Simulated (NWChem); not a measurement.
# C₄H₆; SMILES C#CCC

```xyz
10

C      0.2538    -1.9750     0.0000
C     -0.1590    -0.8361     0.0000
C     -0.6345     0.5429     0.0000
C      0.4900     1.5772     0.0000
H      0.6146    -2.9867     0.0000
H     -1.2839     0.6924     0.8798
H     -1.2839     0.6924    -0.8798
H      0.0761     2.5965     0.0000
H      1.1286     1.4659    -0.8885
H      1.1286     1.4659     0.8885
```
Atoms are numbered in this order, from 1.

All runs: NWChem. Pople sets run with spherical d functions. Structure relaxed at the PBE0/def2-SVP level. Level: PBE/6-31G* with SMD (1 M gas to 1 M solution), gas-phase geometry.

```
solvent        dielectric constant  solvation free energy (kcal/mol)  cavity-dispersion-structure term (kcal/mol)  dipole in solution (D)
-------------  -------------------  --------------------------------  -------------------------------------------  ----------------------
water                         78.4                                 ?                                            ?                    1.05
1-octanol                     9.86                              -2.7                                          1.0                    1.01
1-propanol                    20.5                              -3.2                                          0.9                    1.03
chlorobenzene                 5.70                              -4.3                                         -0.9                    0.98
```

**Question.** What belongs in the gaps?

**Answer.** 
- water, solvation free energy (kcal/mol): -0.2
- water, cavity-dispersion-structure term (kcal/mol): 4.0
